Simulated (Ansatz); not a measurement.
Calculated with Ansatz (gas phase, PBE0-D4/def2-TZVP geometries, no zero-point term in ΔE). CBS: MP2 limit from def2 TZ/QZ plus the TZ coupled-cluster correction, frozen cores. DFT in def2-TZVPP. B3LYP here is the variant with VWN-RPA as its local correlation; programs differ in this. One conformer a species, not always the lowest.

`OC([SiH3])([SiH3])S` → `CO[SiH2]S[SiH3]`  (isomerisation)

`OC([SiH3])([SiH3])S`:

```xyz
13

O     1.649    0.268   -0.457
C     0.370   -0.210   -0.056
Si   -0.045    0.462    1.680
Si   -0.880    0.396   -1.345
S     0.270   -2.015    0.040
H     2.319   -0.179    0.074
H    -1.369   -0.014    2.153
H    -0.032    1.945    1.610
H     1.024    0.002    2.608
H    -0.624   -0.325   -2.620
H    -0.739    1.860   -1.554
H    -2.247    0.092   -0.853
H     0.303   -2.281   -1.281
```

`CO[SiH2]S[SiH3]`:

Cartesian coordinates in Å:
```
C -0.075 -0.546 -2.017
O 0.266 0.794 -1.738
Si 0.228 1.452 -0.244
S 1.506 0.435 1.137
Si 0.000 -0.707 2.135
H 0.605 -1.239 -1.510
H -1.102 -0.770 -1.707
H 0.006 -0.698 -3.094
H -1.151 1.400 0.317
H 0.715 2.836 -0.404
H 0.718 -1.650 3.026
H -0.823 -1.469 1.161
H -0.894 0.164 2.938
```

Problem. Is it downhill or uphill in electronic energy at CCSD(T)/CBS, and by how much? (Best estimate.)

Solution. Computed: Downhill: ΔE = -66.7 kcal/mol.

Problem. What do these levels give: r2SCAN-D4, PBE0-D4, B3LYP-D4, PBE, MP2/def2-TZVPP, SCS-MP2/def2-TZVPP, CCSD/def2-TZVPP, CCSD(T)/def2-TZVPP, MP2/def2-QZVPP, HF/CBS(def2), MP2/CBS(def2), CCSD/CBS(def2)? (An estimate is asked.)

Solution. Computed: r2SCAN-D4 -67.0, PBE0-D4 -65.6, B3LYP-D4 -66.5, PBE -63.1, MP2/def2-TZVPP -67.7, SCS-MP2/def2-TZVPP -68.1, CCSD/def2-TZVPP -67.5, CCSD(T)/def2-TZVPP -66.0, MP2/def2-QZVPP -68.3, HF/CBS(def2) -75.6, MP2/CBS(def2) -68.5, CCSD/CBS(def2) -68.2 kcal/mol.

Largest T1 diagnostic among the species: 0.013.

The D4 term adds +1.3 kcal/mol with B3LYP and +0.6 kcal/mol with PBE0; it sums over pairs of atoms, weighted by their polarisabilities, and B3LYP, whose exchange is more repulsive, gets the larger term. From PBE to PBE0 (25 % exact exchange), in def2-TZVPP and without D4, ΔE moves by −3.0 kcal/mol. In def2-TZVPP, CCSD(T) changes the Hartree–Fock value by +9.2 kcal/mol (the triples alone add +1.4 kcal/mol) and MP2 by +7.5 kcal/mol.
